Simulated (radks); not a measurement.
As III, configuration [Ar] 3d10 4s2 4p1.

Calculated with a radial shooting solver on a logarithmic mesh with Libxc functionals: Dirac Kohn-Sham, PBE, spin-unpolarised, spherical densities, finite nucleus; open shells fill j = l - 1/2 first; Fermi nuclear charge, rms radius 4.0968 fm.

Energy parts (eV):
| part | energy |
|---|---|
| total | -61495.769 |
| kinetic | 62884.487 |
| electron-nucleus | -147795.915 |
| Hartree | 25677.949 |
| exchange-correlation | -2262.290 |

Orbitals (lengths in bohr, moments of r in powers of bohr):
orbital,occ.,eigenvalue (eV),<r^2>,<r^4>
1s1/2,2,-11737.26,0.002786,0.00001999
2s1/2,2,-1507.465,0.04842,0.004067
2p1/2,2,-1349.104,0.03746,0.002836
2p3/2,4,-1312.537,0.03893,0.003041
3s1/2,2,-211.4979,0.4123,0.2730
3p1/2,2,-158.2845,0.4371,0.3291
3p3/2,4,-153.2596,0.4523,0.3523
3d3/2,4,-62.2710,0.5703,0.7502
3d5/2,6,-61.5398,0.5782,0.7714
4s1/2,2,-33.3878,3.719,21.52
4p1/2,1,-22.8909,5.186,43.29
4p3/2,0,-22.4904,5.333,45.68
5s1/2,0,-10.6512,21.02,632.6
4d3/2,0,-9.9376,13.49,300.0
4d5/2,0,-9.9098,13.57,303.3

The highest occupied level is 4p1/2 at -22.891 eV. The density falls to 0.001 e/bohr^3 at r = 3.56 bohr.
